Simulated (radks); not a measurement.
Values are calculated unless marked as measured or tabulated.
Question: Cs IV, configuration [Kr] 4d10 5s1 5p4 6p1 (not the ground configuration). Code: a radial shooting solver on a logarithmic mesh with Libxc functionals. Model: scalar-relativistic Kohn-Sham, LDA (Slater exchange, Perdew-Wang correlation), spin-unpolarised, spherical densities, finite nucleus; Fermi nuclear charge, rms radius 4.8041 fm. Some entries of the table are withheld. Estimate them.

| orbital | occ. | eigenvalue (hartree) | r(max) (bohr) |
|---|---|---|---|
| 1s | 2 | -1315.502 | 0.01680 |
| 2s | 2 | -207.5691 | 0.09498 |
| 2p | 6 | -186.4568 | 0.07620 |
| 3s | 2 | -44.23483 | 0.2728 |
| 3p | 6 | -37.43795 | 0.2668 |
| 3d | 10 | -27.42941 | 0.2202 |
| 4s | 2 | (1) | (2) |
| 4p | 6 | (3) | 0.6724 |
| 4d | 10 | -4.08764 | 0.7195 |
| 5s | 1 | -2.20060 | 1.497 |
| 5p | 4 | -1.64473 | 1.678 |
| 6p | 1 | -0.64355 | 3.857 |

Answer: 
(1) 4s eigenvalue (hartree): -9.44500
(2) 4s r(max) (bohr): 0.6422
(3) 4p eigenvalue (hartree): -7.26572
